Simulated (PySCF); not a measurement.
PySCF job for BClFI, SMILES FB(Cl)I, TDA-CAM-B3LYP/def2-SVPD. The structure is a stationary point at PBE0-D3(BJ)/def2-SVP. The def2 effective core potentials stand for the cores of I; spin–orbit coupling is left out.

```python
import numpy as np
from pyscf import gto, scf, dft, tdscf

mol = gto.M(
    atom='''
    B    -0.45323100    1.00252526    0.00000000
    Cl    0.73018828    2.27930076    0.00000000
    F    -1.72606207    1.31148757    0.00000000
    I     0.10165119   -1.04837976    0.00000000
    ''',
    basis='def2-SVPD',
    ecp={'I': 'def2-svp'},
    charge=0,
    spin=0,
    symmetry=True,
    max_memory=1600,
    verbose=4,
)
mf = dft.RKS(mol, xc='cam-b3lyp').density_fit(auxbasis='def2-universal-jkfit')
mf.grids.level = 3
mf.conv_tol = 1e-9
mf.max_cycle = 100
mf.kernel()
mf.grids = dft.Grids(mol).set(level=1).build(with_non0tab=True)  # coarser grid for the response kernel
td = tdscf.TDA(mf)
td.singlet = True
td.nstates = 10
td.conv_tol = 1e-4
td.kernel(x0=td.get_init_guess(mf, 15))
td.analyze()
tt = tdscf.TDA(mf)
tt.singlet = False
tt.nstates = 4
tt.conv_tol = 1e-4
tt.kernel(x0=tt.get_init_guess(mf, 9))
tt.analyze(verbose=3)
```

Program output:

```
PySCF version 2.14.0

[INPUT] verbose = 4
[INPUT] num. atoms = 4
[INPUT] num. electrons = 56
[INPUT] charge = 0
[INPUT] spin (= nelec alpha-beta = 2S) = 0
[INPUT] symmetry True subgroup None
[INPUT] Mole.unit = angstrom
[INPUT] Symbol           X                Y                Z      unit          X                Y                Z       unit  Magmom
[INPUT]  1 B     -0.453231000000   1.002525260000   0.000000000000 AA   -0.856482461163   1.894498174358   0.000000000000 Bohr   0.0
[INPUT]  2 Cl     0.730188280000   2.279300760000   0.000000000000 AA    1.379855868567   4.307254191913   0.000000000000 Bohr   0.0
[INPUT]  3 F     -1.726062070000   1.311487570000   0.000000000000 AA   -3.261784586300   2.478352323071   0.000000000000 Bohr   0.0
[INPUT]  4 I      0.101651190000  -1.048379760000   0.000000000000 AA    0.192092909336  -1.981150620937   0.000000000000 Bohr   0.0

nuclear repulsion = 212.119193034552
point group symmetry = Cs
symmetry origin: [4.49934790e-09 1.57477164e-09 0.00000000e+00]
symmetry axis x: [ 1.00000000e+00 -6.76731725e-10  0.00000000e+00]
symmetry axis y: [6.76731725e-10 1.00000000e+00 0.00000000e+00]
symmetry axis z: [0. 0. 1.]
num. orbitals of irrep A' = 73
num. orbitals of irrep A" = 32
number of shells = 41
number of NR pGTOs = 178
number of NR cGTOs = 105
basis = def2-SVPD
ecp = {'I': 'def2-svp'}


******** <class 'pyscf.df.df_jk.DFSymAdaptedRKS'> ********
method = DFSymAdaptedRKS
initial guess = minao
damping factor = 0
level_shift factor = 0
DIIS = <class 'pyscf.scf.diis.CDIIS'>
diis_start_cycle = 1
diis_space = 8
diis_damp = 0
SCF conv_tol = 1e-09
SCF conv_tol_grad = None
SCF max_cycles = 100
direct_scf = False
XC library pyscf.dft.libxc version 7.1.2
    S. Lehtola, C. Steigemann, M. J. T. Oliveira, and M. A. L. Marques,  SoftwareX 7, 1–5 (2018)
XC functionals = cam-b3lyp
    T. Yanai, D. P. Tew, and N. C. Handy,  Chem. Phys. Lett. 393, 51 (2004)
radial grids:
    Treutler-Ahlrichs [JCP 102, 346 (1995); DOI:10.1063/1.469408] (M4) radial grids

becke partition: Becke, JCP 88, 2547 (1988); DOI:10.1063/1.454033
pruning grids: <function nwchem_prune>
grids dens level: 3
symmetrized grids: True
atomic radii adjust function: <function treutler_atomic_radii_adjust>
small_rho_cutoff = 0
Freeze 0 electrons in irreps []
    56 free electrons in irreps A' A"
Set gradient conv threshold to 3.16228e-05
Initial guess from minao.
tot grids = 69152
******** <class 'pyscf.df.df.DF'> ********
auxbasis = def2-universal-jkfit
Create RSH-DF object <pyscf.df.df.DF object> for omega=0.33
******** <class 'pyscf.df.df.DF'> ********
auxbasis = auxmol.basis = def2-universal-jkfit
init E= -851.202857920637
HOMO (A') = -0.693950245441208  LUMO (A') = -0.590634502781334  gap/eV = 2.81136
cycle= 1 E= -880.879721256221  delta_E= -29.7  |g|= 2.92  |ddm|= 10.5
HOMO (A') = -0.0229721313830661  LUMO (A') = -0.00262694053982096  gap/eV = 0.55362
cycle= 2 E= -878.768859917644  delta_E= 2.11  |g|= 2.91  |ddm|= 16.8
HOMO (A') = -0.255163123542253  LUMO (A') = -0.0880237718901499  gap/eV = 4.54809
cycle= 3 E= -882.124782636587  delta_E= -3.36  |g|= 0.907  |ddm|= 14.3
HOMO (A') = -0.340158231406264  LUMO (A") = -0.0777500622991933  gap/eV = 7.14049
cycle= 4 E= -882.451275672763  delta_E= -0.326  |g|= 0.254  |ddm|= 1.68
HOMO (A') = -0.320233422670135  LUMO (A") = -0.0147333165123777  gap/eV = 8.31308
cycle= 5 E= -882.464998553444  delta_E= -0.0137  |g|= 0.122  |ddm|= 0.451
HOMO (A') = -0.335243497638089  LUMO (A") = -0.0116279757560616  gap/eV = 8.80603
cycle= 6 E= -882.467236381085  delta_E= -0.00224  |g|= 0.05  |ddm|= 0.129
HOMO (A') = -0.341750635013518  LUMO (A") = -0.0146299308304751  gap/eV = 8.90141
cycle= 7 E= -882.46771281809  delta_E= -0.000476  |g|= 0.00697  |ddm|= 0.0519
HOMO (A') = -0.342211812481843  LUMO (A") = -0.0138868483458445  gap/eV = 8.93418
cycle= 8 E= -882.467740515611  delta_E= -2.77e-05  |g|= 0.00232  |ddm|= 0.017
HOMO (A') = -0.342182359549412  LUMO (A") = -0.0141718506598369  gap/eV = 8.92562
cycle= 9 E= -882.467743143284  delta_E= -2.63e-06  |g|= 0.00101  |ddm|= 0.00591
HOMO (A') = -0.342031620088648  LUMO (A") = -0.0140279761771387  gap/eV = 8.92543
cycle= 10 E= -882.46774359132  delta_E= -4.48e-07  |g|= 0.000317  |ddm|= 0.00211
HOMO (A') = -0.342024004005381  LUMO (A") = -0.0140581976850882  gap/eV = 8.92440
cycle= 11 E= -882.467743648335  delta_E= -5.7e-08  |g|= 7.67e-05  |ddm|= 0.000799
HOMO (A') = -0.342029573150562  LUMO (A") = -0.0140508514075384  gap/eV = 8.92476
cycle= 12 E= -882.467743653126  delta_E= -4.79e-09  |g|= 1.95e-05  |ddm|= 0.000241
HOMO (A') = -0.342026943360516  LUMO (A") = -0.0140512776326309  gap/eV = 8.92467
cycle= 13 E= -882.467743653407  delta_E= -2.81e-10  |g|= 5.18e-06  |ddm|= 7.27e-05
HOMO (A') = -0.342026474657175  LUMO (A") = -0.0140511560765866  gap/eV = 8.92466
Extra cycle  E= -882.467743653417  delta_E= -1.02e-11  |g|= 2.86e-06  |ddm|= 1.3e-05
converged SCF energy = -882.467743653417
tot grids = 24824


******** <class 'pyscf.tdscf.rks.TDA'> for <class 'pyscf.df.df_jk.DFSymAdaptedRKS'> ********
nstates = 10 singlet
deg_eia_thresh = 1.000e-03
wfnsym = None
conv_tol = 0.0001
eigh lindep = 1e-12
eigh level_shift = 0
eigh max_cycle = 100


Excitation energies (eV)
[5.30990754 6.07540458 6.31651331 6.52570667 6.81870681 7.27264158
 7.53738304 7.6367728  8.1316014  8.18886143]

** Singlet excitation energies and oscillator strengths **
Excited State   1:   A"      5.30991 eV    233.50 nm  f=0.0000
      28 -> 29        0.70498
Excited State   2:   A'      6.07540 eV    204.08 nm  f=0.1203
      27 -> 29       -0.66721
      28 -> 30       -0.11056
Excited State   3:   A'      6.31651 eV    196.29 nm  f=0.0239
      27 -> 29       -0.11927
      28 -> 30        0.61441
      28 -> 31       -0.21933
      28 -> 32        0.14076
Excited State   4:   A"      6.52571 eV    189.99 nm  f=0.0076
      27 -> 30        0.61771
      27 -> 31       -0.21968
      27 -> 32        0.17523
      27 -> 36       -0.11821
Excited State   5:   A"      6.81871 eV    181.83 nm  f=0.0010
      26 -> 29        0.69600
Excited State   6:   A'      7.27264 eV    170.48 nm  f=0.0819
      28 -> 30       -0.28307
      28 -> 31       -0.54609
      28 -> 32        0.30035
Excited State   7:   A"      7.53738 eV    164.49 nm  f=0.0317
      24 -> 29        0.56595
      27 -> 30        0.17966
      27 -> 31        0.32045
      27 -> 32       -0.17907
Excited State   8:   A"      7.63677 eV    162.35 nm  f=0.0779
      24 -> 29        0.40337
      27 -> 30       -0.22840
      27 -> 31       -0.43739
      27 -> 32        0.24779
Excited State   9:   A'      8.13160 eV    152.47 nm  f=0.0334
      26 -> 30       -0.11800
      28 -> 31       -0.33883
      28 -> 32       -0.47850
      28 -> 33        0.30821
      28 -> 35        0.11338
Excited State  10:   A'      8.18886 eV    151.41 nm  f=0.1398
      25 -> 29       -0.66036

** Transition electric dipole moments (AU) **
state          X           Y           Z        Dip. S.      Osc.
  1         0.0000     -0.0000      0.0058      0.0000      0.0000
  2        -0.0929      0.8942     -0.0000      0.8083      0.1203
  3         0.1478      0.3645      0.0000      0.1547      0.0239
  4        -0.0000      0.0000      0.2181      0.0476      0.0076
  5        -0.0000     -0.0000     -0.0758      0.0057      0.0010
  6        -0.6669     -0.1218      0.0000      0.4596      0.0819
  7        -0.0000     -0.0000      0.4140      0.1714      0.0317
  8        -0.0000      0.0000     -0.6453      0.4165      0.0779
  9         0.3502     -0.2122     -0.0000      0.1677      0.0334
 10        -0.4952     -0.6720      0.0000      0.6968      0.1398

WARN: ECP detected. Skipping calculation of transition velocity and magnetic dipole moments, which have not yet been implemented.



******** <class 'pyscf.tdscf.rks.TDA'> for <class 'pyscf.df.df_jk.DFSymAdaptedRKS'> ********
nstates = 4 triplet
deg_eia_thresh = 1.000e-03
wfnsym = None
conv_tol = 0.0001
eigh lindep = 1e-12
eigh level_shift = 0
eigh max_cycle = 100


Excitation energies (eV)
[5.17788335 5.23779023 5.70498291 5.95878684]

** Triplet excitation energies and oscillator strengths **
Excited State   1:   A"      5.17788 eV    239.45 nm  f=0.0000
Excited State   2:   A'      5.23779 eV    236.71 nm  f=0.0000
Excited State   3:   A'      5.70498 eV    217.33 nm  f=0.0000
Excited State   4:   A"      5.95879 eV    208.07 nm  f=0.0000
```

The run converged.
